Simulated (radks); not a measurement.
Results of a calculation; reference values are marked as such.
The iron ion Fe+, configuration [Ar] 3d6 5s1 (not the ground configuration). Level of theory: scalar-relativistic Kohn-Sham, LDA (Slater exchange, Perdew-Wang correlation), spin-polarised, spherical densities, point nucleus; open shells are filled with parallel spins first (a radial shooting solver on a logarithmic mesh with Libxc functionals). Some entries of the table are withheld. Estimate them.

orbital,occ.,eigenvalue (eV),<1/r> (bohr^-1)
1s up,1,-6996.228,25.93
1s down,1,-6996.204,25.93
2s up,1,-831.3695,5.542
2s down,1,-829.3433,5.551
2p up,3,-711.2842,5.446
2p down,3,-709.7185,5.453
3s up,1,-108.4382,1.747
3s down,1,-104.2267,1.740
3p up,3,(1),(2)
3p down,3,(3),(4)
3d up,5,-22.3158,1.247
3d down,1,-18.5657,1.210
5s up,1,-5.5777,0.2132
5s down,0,-4.8122,0.2042

Answer. 
(1) 3p up eigenvalue (eV): -74.8356
(2) 3p up <1/r> (bohr^-1): 1.609
(3) 3p down eigenvalue (eV): -70.7253
(4) 3p down <1/r> (bohr^-1): 1.598
